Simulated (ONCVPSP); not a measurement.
# Transferability test, ONCV potential for S (Z = 16)

ONCVPSP 4.0.1 input, shortened (lines: element, Z, core and valence counts, functional; n l f; lmax; l rc ep ncon nbas qcut; lloc lpopt rc5 dvloc0; l nproj debl; icmod fcfact rcfact), Wu-Cohen, non-relativistic:

```
  S 16.00    3    2  -118130      upf
    1    0    2.00
    2    0    2.00
    2    1    6.00
    3    0    2.00
    3    1    4.00
    2
    0    1.40    0.00    4    8    5.60
    1    1.45    0.00    5    9    5.30
    2    1.50    0.19    4    7    7.60
    4    5    1.25    0.00
    0    3    0.70
    1    2    3.70
    2    2    2.30
    3    5.50    1.35
```

Energies are relative to the spin-unpolarised reference configuration 3s2 3p4; without spin polarisation the order of configurations can differ from experiment.

Q: Give the all-electron excitation energy and the error of the potential for: 3s2 3p3; 3s2 3p2; 3s2 3p1; 3s1 3p5.

A:

```
valence configuration  charge  ΔE all-electron (eV)  error AE − PS (meV)
              3s2 3p3      +1                11.759                 +1.7
              3s2 3p2      +2                34.043                  +12
              3s2 3p1      +3                68.101                  +45
              3s1 3p5       0                10.160                 +0.1
```

Levels in the configuration 3s2 3p1:

| level | all-electron (eV) | pseudo (eV) |
| --- | --- | --- |
| 3s | -52.083 | -52.040 |
| 3p | -40.301 | -40.252 |

Note: ghosts flagged at negative energy: s at -172.0 eV; GHOST(+) flags only above 600 eV. A true bound ghost makes a file unfit for plane-wave use.
